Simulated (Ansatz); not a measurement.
Start from `Cl[SiH2][CH2][GeH3]` and change one atom or group to get `Cl[SiH2]CI`.

Ansatz, PBE0-D4/def2-TZVP geometries, multiplicity 1. Each molecule was computed in one conformer, which needn't be the lowest.

Elements past krypton have def2 core potentials. Scalar relativity is left out up to krypton. Spin–orbit coupling is left out; it splits and shifts lone-pair levels of the heavy atoms by tenths of an eV.

```
                                          property  `Cl[SiH2][CH2][GeH3]`
             LUMO energy (ωB97M-V/def2-TZVPP) / eV                   1.80
               HOMO energy (B3LYP/def2-TZVPP) / eV                  -8.35
  size of the dipole moment (B3LYP/def2-TZVPP) / D                   1.51
size of the dipole moment (ωB97M-V/def2-TZVPP) / D                   1.55
    size of the dipole moment (PBE/def2-TZVPP) / D                   1.49
                HOMO energy (PBE0/def2-TZVPP) / eV                  -8.59
```

**Question.** What does the change do to each property? (Estimate.)

**Answer.** Ansatz gave: 
| property | `Cl[SiH2]CI` | shift |
| --- | --- | --- |
| LUMO energy (ωB97M-V/def2-TZVPP) / eV | 0.68 | -1.12 |
| HOMO energy (B3LYP/def2-TZVPP) / eV | -7.17 | 1.18 |
| size of the dipole moment (B3LYP/def2-TZVPP) / D | 1.95 | 0.44 |
| size of the dipole moment (ωB97M-V/def2-TZVPP) / D | 1.93 | 0.38 |
| size of the dipole moment (PBE/def2-TZVPP) / D | 1.86 | 0.37 |
| HOMO energy (PBE0/def2-TZVPP) / eV | -7.41 | 1.18 |

With PBE0 the HOMO rises by 1.18 eV and the LUMO falls by 1.27 eV, so the gap narrows by about 2.45 eV. PBE moves the HOMO by 1.03 eV and ωB97M-V by 1.19 eV. Dipoles are sizes alone; their direction can turn.

Positive LUMOs are unbound, so they and the gaps depend on the basis.

B3LYP here is the variant with VWN-RPA as its local correlation; programs differ in this.
